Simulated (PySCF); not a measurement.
Coordinates in bohr (charge 0 multiplicity 2):
```
Ir   -0.3500    0.0000    0.0000
O    -3.5515    0.0000    0.0000
Cl    1.7647    3.5623    0.0000
Cl    1.7647   -3.5623    0.0000
```

These are results of UPBE/[Ir def2-TZVP with ECP60, O def2-TZVP, Cl def2-TZVP], scalar-relativistic core potentials, density fitting, no spin–orbit coupling, PySCF, not measurements.

This geometry of IrOCl₂ is a stationary point at this level.

Task: What is the point group?

Result: C2v.

Task: Is it a minimum?

Result: Yes: all harmonic wavenumbers are real.

Task: Which band is strongest in the infrared?

Result: 977 cm⁻¹ (a1), 74 km/mol.

Task: Give the ideal-gas entropy at 298.15 K and 1 bar by parts.

Result: translation 179.1, rotation 110.3, vibration 43.3, spin 5.8; total 338.5 J/(mol K).

Task: What is the atomisation energy, with and without zero-point energy?

Result: 1310 kJ/mol without, 1297 kJ/mol with.

Other isomers or separated fragments may lie lower. With open d or f shells other occupations or spin states may lie lower. With an element this heavy the missing spin–orbit coupling can shift these numbers.
